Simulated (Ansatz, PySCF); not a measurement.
Donor–acceptor adduct: GaH3 (SMILES [GaH3]) (first 4 atoms) with CH4O (SMILES CO); geometry from B3LYP-D3(BJ)/def2-TZVP, rigid monomers moved along the line of their centres of mass till Ga1···O6 is 3.03 Å.
(charge 0, multiplicity 1):
```xyz
10

Ga    -0.0601    -0.8509     0.7034
H     -1.2918     0.0285     0.2673
H     -0.3459    -2.2027     1.4766
H      1.3315    -0.6872    -0.0221
C     -0.3274     0.6497     4.3679
O      0.5539     0.6970     3.2304
H     -0.3995    -0.3651     4.7612
H     -1.3020     0.9695     4.0091
H      0.0228     1.3371     5.1379
H      1.4516     0.4651     3.4958
```

Monomers are frozen at their geometry in the pair; levels with a basis set take the counterpoise correction.

Rows in 6-31G* carry no dispersion term and start afresh at each structure (6-31G* with six Cartesian d functions); the Pople sets are all-electron and without relativity. MP2/6-31G* freezes PySCF's default core, which leaves 3d correlated.

The values were computed with Ansatz (a program for electronic structure); PySCF for 6-31G* rows, the dispersion terms. 

Task: Estimate the interaction energy that PBE-D4/def2-TZVPPD returns for this input.

Result: -361 meV
